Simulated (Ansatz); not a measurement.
H3OSi (SMILES [O][SiH3]) moved off its minimum; all values from Ansatz (a first-principles code), cores frozen in correlated methods. Open shells are unrestricted.
(charge 0, multiplicity 2)
```xyz
5

O      1.1620    -0.1161    -0.0554
Si    -0.4239    -0.0159     0.0380
H     -0.8588     1.4340    -0.1402
H     -0.6912    -0.4483     1.4673
H     -1.1598    -0.8861    -0.9564
```

Forces at MP2/cc-pV(T+d)Z (eV/Å):

```
atom      Fx      Fy      Fz
----  ------  ------  ------
O1     2.756  -0.271  -0.163
Si2   -3.378   0.620   0.302
H3     0.170  -0.812   0.043
H4     0.118   0.099  -0.657
H5     0.334   0.364   0.475
```

Question: Give the forces (eV/Å), the total energy and the dipole at CCSD(T)/cc-pV(T+d)Z.

Answer: 
| atom | Fx | Fy | Fz |
|---|---|---|---|
| O1 | 2.506 | -0.253 | -0.100 |
| Si2 | -2.951 | 0.581 | 0.078 |
| H3 | 0.115 | -0.675 | 0.069 |
| H4 | 0.086 | 0.060 | -0.470 |
| H5 | 0.244 | 0.287 | 0.423 |
Energy -365.9224 hartree, dipole 1.30 D.
